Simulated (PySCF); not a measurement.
NbOCl3, SMILES [O]=[Nb]([Cl])([Cl])[Cl], multiplicity 1.

Geometry optimised at PBE-D3(BJ)/def2-SVP. The spin state was assumed, not searched. The isomer is the one that the SMILES or the coordinates give; other isomers of the formula were not compared. The def2 effective core potentials stand for the cores of Nb; spin–orbit coupling is left out.

Computed with PySCF with PBE-D3(BJ)/def2-SVP.

Frequencies are harmonic and unscaled.

Modes within 1.5 cm⁻¹ of each other (mostly degenerate sets) share a row, with their intensities summed.

| mode | ν (cm⁻¹) | IR (km/mol) | moving atoms (share of kinetic energy) |
|---|---|---|---|
| 1–2 | 101 | 1.6 | Cl 88 %, Nb 11 % |
| 3 | 124 | 1.9 | Cl 60 %, Nb 33 % |
| 4–5 | 213 | 3.4 | O 73 %, Cl 23 % |
| 6 | 382 | 9.4 | Cl 91 %, Nb 8 % |
| 7–8 | 436 | 169.6 | Cl 58 %, Nb 40 % |
| 9 | 1008 | 122.0 | O 85 %, Nb 15 % |
